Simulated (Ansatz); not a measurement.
Total energies of F2H2SeSi2 (`F[Si@@H]1[Se][Si@@H]1F`).

Z-matrix (Å, degrees):
```
Si
Se 1 2.280
Si 1 2.243 2 60.5
F 1 1.594 2 116.2 3 -112.0
H 1 1.477 2 116.1 3 121.3
F 3 1.594 1 120.7 2 -104.8
H 3 1.477 1 128.5 2 101.3
```

Total charge 0; spin multiplicity 1. Correlated methods include outer-core shells of Se, which these sets cover unevenly. Scalar relativity is left out up to krypton. All single points use the PBE0-D4/def2-TZVP geometry. Basis def2-TZVPP, the Gaussian-basis code of Ansatz.

RPA on PBE orbitals: Hartree–Fock energy of these orbitals -3177.94233 Eh, correlation -1.54199 Eh (frozen core).

| functional | energy without D4 (Eh) | D4 term (kJ/mol) |
| --- | --- | --- |
| LDA (SPW92) | -3174.70031 | – |
| PBE | -3180.85245 | -21.0 |
| revPBE | -3181.30479 | -51.9 |
| BLYP | -3181.71213 | -44.8 |
| r2SCAN | -3181.55820 | -4.5 |
| B97M-V | -3181.04238 | – |
| PBE0 | -3180.98240 | -17.8 |
| B3LYP | -3181.76828 | -34.6 |
| r2SCANh | -3181.54026 | -5.0 |
| r2SCAN0 | -3181.51498 | -5.6 |
| HSE06 (plane-wave form) | -3180.96468 | -16.9 |
| BHLYP | -3181.61203 | -31.4 |
| CAM-B3LYP | -3181.78591 | -18.6 |
| LC-ωPBE | -3181.07030 | – |
| ωB97X-V | -3181.31449 | – |
| ωB97M-V | -3181.47755 | – |
| B2PLYP | -3180.97606 | – |
| PBE-QIDH | -3180.47284 | – |

B3LYP takes the VWN-RPA correlation (the form of Gaussian; ORCA's B3LYP/G). HSE06 is the plane-wave form, built on full-range PBE exchange. The double hybrids freeze the cores in their second-order part.

LC-ωPBE has ω = 0.4 bohr⁻¹.
